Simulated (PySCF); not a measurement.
Species: 2,5-dimethylthiophenol, C8H10S.
Z-matrix (Å and degrees, PBE0-D3(BJ)/def2-SVP geometry), rows numbered from 1:
```
C 
C   1  1.5010
C   2  1.3975  1  121.37
C   3  1.3916  2  120.75  1   178.46
C   4  1.3980  3  122.01  2    -0.42
C   5  1.4975  4  120.95  3  -178.69
C   5  1.4085  4  117.24  3     1.27
S   7  1.7758  5  122.48  4  -177.43
C   2  1.3971  1  120.86  3   179.28
H   1  1.1030  2  110.90  3   -89.22
H   1  1.0996  2  111.56  3   151.26
H   1  1.0995  2  111.47  3    30.22
H   3  1.0933  2  119.69  1    -1.58
H   4  1.0937  3  119.34  2  -179.76
H   6  1.1041  5  111.80  4  -111.56
H   6  1.1019  5  110.94  4   129.33
H   6  1.0985  5  111.07  4     8.30
H   8  1.3501  7   97.61  5   -41.27
H   9  1.0933  2  119.65  1     2.57
```

Level: B3LYP/def2-SVPD in PySCF, non-relativistic, on one gas-phase PBE0-D3(BJ)/def2-SVP geometry that isn't relaxed in the solvent. The solvent is an IEF-PCM continuum (van der Waals radii × 1.2), and excitations are vertical TDDFT with non-equilibrium linear response and a frozen core. Specific hydrogen bonds and non-electrostatic terms are outside this model.

Gas-phase singlets (H = HOMO, L = LUMO):

```json
{"state": "S1", "E (eV)": "4.807", "λ (nm)": "258", "f": "0.008", "leading configurations": "H→L+1 63%, H-1→L 21%, H→L 11%"}
{"state": "S2", "E (eV)": "5.030", "λ (nm)": "247", "f": "0.112", "leading configurations": "H→L 70%, H→L+2 9%, H→L+1 8%"}
{"state": "S3", "E (eV)": "5.365", "λ (nm)": "231", "f": "0.025", "leading configurations": "H→L+2 74%, H-1→L 8%"}
{"state": "S4", "E (eV)": "5.652", "λ (nm)": "219", "f": "0.016", "leading configurations": "H→L+3 65%, H→L+2 12%, H-1→L 9%"}
{"state": "S5", "E (eV)": "5.763", "λ (nm)": "215", "f": "0.118", "leading configurations": "H-1→L 42%, H→L+1 20%, H→L+3 16%"}
```

**Question.** What are the lowest 5 singlets in chloroform (ε = 4.711)?

**Answer.** 
| state | E (eV) | λ (nm) | f | leading configurations | change by rank (eV) |
| --- | --- | --- | --- | --- | --- |
| S1 | 4.836 | 256 | 0.019 | H→L+1 53%, H→L 22%, H-1→L 20% | +0.029 |
| S2 | 5.048 | 246 | 0.172 | H→L 66%, H→L+1 16% | +0.018 |
| S3 | 5.448 | 228 | 0.028 | H→L+2 69%, H-1→L 12% | +0.083 |
| S4 | 5.687 | 218 | 0.058 | H→L+3 44%, H→L+2 23%, H-1→L 18% | +0.035 |
| S5 | 5.758 | 215 | 0.186 | H→L+3 35%, H-1→L 30%, H→L+1 20% | -0.005 |

**Question.** How does the list change in methanol (ε = 32.61)?

**Answer.** 
```tsv
state	E (eV)	λ (nm)	f	leading configurations	change by rank (eV)
S1	4.848	256	0.018	H→L+1 50%, H→L 24%, H-1→L 20%	+0.041
S2	5.084	244	0.158	H→L 63%, H→L+1 18%, H-1→L 8%	+0.054
S3	5.490	226	0.025	H→L+2 66%, H-1→L 13%, H→L+3 9%	+0.125
S4	5.723	217	0.063	H→L+3 38%, H→L+2 26%, H-1→L 20%	+0.071
S5	5.786	214	0.169	H→L+3 40%, H-1→L 26%, H→L+1 19%	+0.023
```

**Question.** The ground-state energy changes by -0.165 eV from gas to methanol. By how much does the total energy of gas-phase S2 change?

**Answer.** E(S2) = E(S0) + excitation energy, so it changes by -0.165 + 0.054 = -0.111 eV: it is lowered less than the ground state, which is what a blue shift means. This is the vertical state, with the slow part of the continuum still set for S0.

**Question.** How do the frontier levels move from gas to methanol?

**Answer.** 
```tsv
orbital	gas (eV)	solvent (eV)	change (eV)	Löwdin shares, gas	Löwdin shares, solvent
LUMO+2	0.08	0.23	+0.15	S8 37 %, H18 16 %, C6 10 %, H15 9 %	S8 40 %, H18 13 %, C6 8 %, H15 6 %
LUMO+1	-0.48	-0.44	+0.04	C2 18 %, C5 18 %, C4 14 %, C9 13 %	C2 19 %, C5 19 %, C4 14 %, C9 12 %
LUMO	-0.62	-0.61	+0.01	C7 20 %, C3 19 %, C9 12 %, C4 12 %	C7 20 %, C3 19 %, C9 13 %, C4 13 %
HOMO	-6.21	-6.26	-0.05	S8 39 %, C7 15 %, C3 13 %, C5 10 %	S8 35 %, C7 15 %, C3 14 %, C5 11 %
HOMO-1	-6.78	-6.76	+0.02	C9 21 %, C2 18 %, C4 16 %, C5 14 %	C9 22 %, C4 16 %, C2 16 %, C5 13 %
HOMO-2	-7.84	-7.88	-0.04	S8 34 %, C7 16 %, C3 14 %, C4 11 %	S8 36 %, C7 15 %, C3 14 %, C4 11 %
HOMO-3	-9.14	-9.11	+0.03	S8 33 %, C7 12 %, C5 10 %, C4 9 %	S8 28 %, C7 11 %, C5 10 %, C4 10 %
```

The HOMO–LUMO gap goes from 5.59 to 5.65 eV.

Time: 60 s of wall time; peak memory 1.2 GiB. Hardware: Arm Neoverse V1, one thread, no GPU, shared host with 32 logical CPUs at a one-minute load of 20. This is the whole response run at B3LYP/def2-SVPD in methanol, SCF included.
